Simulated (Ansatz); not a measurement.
`[F][Sn]([Cl])([Cl])[Cl]` + NH₃ → `[NH2][Sn]([F])([Cl])[Cl]` + HCl at 500 K and 1 bar (ligand exchange at the Sn–Cl bond).

Calculated with Ansatz (gas phase, PBE0-D4/def2-TZVP geometries, no zero-point term in ΔE). CCSD(T)/CBS adds triple-zeta CCSD(T) − MP2 to the extrapolated MP2 energy (def2 sets, frozen cores). This one scheme is used for every species. Elements past krypton have def2 core potentials. For Sn outer-core shells are correlated without core-valence functions, which leaves a few kJ/mol of doubt a bond. One conformer a species, not always the lowest.

```tsv
species	CCSD(T)/CBS energy (Eh)	H − E (kJ/mol)	S (J/(mol·K))
`[F][Sn]([Cl])([Cl])[Cl]`	-1693.31956	56.8	420.2
NH₃	-56.50880	108.2	211.8
`[NH2][Sn]([F])([Cl])[Cl]`	-1289.42050	125.4	451.2
HCl	-460.38127	32.5	201.9
```

H − E and S are ideal-gas, rigid-rotor, harmonic terms from PBE0-D4/def2-TZVP, for one conformer and one mirror image of each species. 1 Eh = 2625.50 kJ/mol, R = 8.31446 J/(mol·K).

Question: By hand: ΔE, ΔH, ΔS and ΔG.

Answer: ΔE = (-1289.42050) + (-460.38127) − (-1693.31956) − (-56.50880) = 0.02659 Eh = 69.8 kJ/mol. Δ(H − E) = 125.4 + 32.5 − 56.8 − 108.2 = -7.1, so ΔH = 62.7 kJ/mol. ΔS = 451.2 + 201.9 − 420.2 − 211.8 = 21.1 J/(mol·K). ΔG = 62.7 − 500 × (21.1)/1000 = 52.2 kJ/mol.

Question: By hand: the equilibrium constant, and the temperature at which ΔG would vanish if ΔH and ΔS stayed fixed.

Answer: log₁₀ K = −ΔG/(RT ln 10) = -5.5. ΔG = 0 at ΔH/ΔS = 2972 K, far beyond where these terms or the molecules hold.

ΔH outweighs TΔS. A doubt of 5 kJ/mol in ΔE shifts log₁₀ K by 0.5 here. Other conformers and mirror images would add mixing entropy, several J/(mol·K) or more a flexible species. Modes under 60 cm⁻¹, often nearly free rotors, make the harmonic entropy too high. These are equilibria of isolated gas molecules and say nothing of rates. Largest T1 diagnostic: 0.012 (customary marks: 0.02 for closed shells, 0.045 for open ones).
